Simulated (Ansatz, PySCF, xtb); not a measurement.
Gas-phase reaction in SMILES: [C-]#[N+]CC + 5 [H][H] (H2) → 3 C (CH4) + N (NH3)
Each molecule is optimised on its own at B3LYP-D3(BJ)/def2-TZVP (Ansatz, an electronic-structure program).

Quantity: energy of full hydrogenation (0 K, with B3LYP-D3(BJ) harmonic zero-point energies from PySCF), in kcal/mol. Valence correlation only, unless marked. Spin-orbit coupling is left out. No relativistic terms. CBS(X,Y): correlation extrapolated as X^-3; Hartree-Fock from the larger set.

| level | program | energy of full hydrogenation (kcal/mol) | minus last row |
|---|---|---|---|
| GFN2-xTB | xtb | -113.8 | -17.7 |
| revPBE-D3(BJ)/def2-TZVPD | Ansatz + dftd3 | -90.7 | 5.4 |
| B2GP-PLYP-D4/def2-TZVPD | Ansatz + dftd4 | -94.6 | 1.5 |
| MP2/cc-pVTZ | Ansatz | -94.5 | 1.6 |
| MP2/cc-pVQZ | Ansatz | -95.2 | 0.9 |
| RI-MP2/cc-pVQZ | Ansatz | -95.3 | 0.8 |
| CCSD(T)/CBS(cc-pVTZ,cc-pVQZ) | Ansatz | -96.1 | 0.0 |
